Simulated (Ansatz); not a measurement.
Computed with Ansatz on PBE0-D4/def2-TZVP structures; ΔE is electronic, products minus reactants. CCSD(T)/CBS adds triple-zeta CCSD(T) − MP2 to the extrapolated MP2 energy (def2 sets, frozen cores). This one scheme is used for every species. Functionals use def2-TZVPP. B3LYP here is the variant with VWN-RPA as its local correlation; programs differ in this. HSE06 is defined as in plane-wave codes. One conformer a species, not always the lowest.

Reaction (ligand exchange at the Al–S bond): `[F][Al]([SH])[O][SiH3]` + NH₃ → `[NH2][Al]([F])[O][SiH3]` + H₂S

Problem. Is it downhill or uphill in electronic energy at CCSD(T)/CBS, and by how much? (Estimate.)

Solution. Computed: Uphill: ΔE = +0.21 eV.

Problem. What do these levels give: LDA (SPW92), B97M-V, HSE06-D4, B2PLYP, PBE-QIDH, PBE, revPBE, B3LYP, RPA@PBE/def2-TZVPP, CCSD/def2-TZVPP, SCS-MP2/def2-QZVPP, MP2/CBS(def2)? (An estimate is asked.)

Solution. The calculation gave: LDA (SPW92) 0.20, B97M-V 0.24, HSE06-D4 0.27, B2PLYP 0.18, PBE-QIDH 0.24, PBE 0.26, revPBE 0.27, B3LYP 0.16, RPA@PBE/def2-TZVPP 0.17, CCSD/def2-TZVPP 0.17, SCS-MP2/def2-QZVPP 0.18, MP2/CBS(def2) 0.23 eV.

Largest T1 diagnostic among the species: 0.012.

In def2-TZVPP, CCSD(T) changes the Hartree–Fock value by +0.04 eV (the triples alone add +0.02 eV) and MP2 by +0.05 eV. At CCSD(T), def2-SVP lies −0.06 eV from the extrapolated value and def2-TZVPP −0.02 eV. Leaving LDA and LC-ωPBE aside and taking each functional with its dispersion term where it has one, the values, not all of them listed here, spread over 0.13 eV, from CAM-B3LYP-D4 to PBE-D4. LDA lies −0.06 eV from PBE without D4.
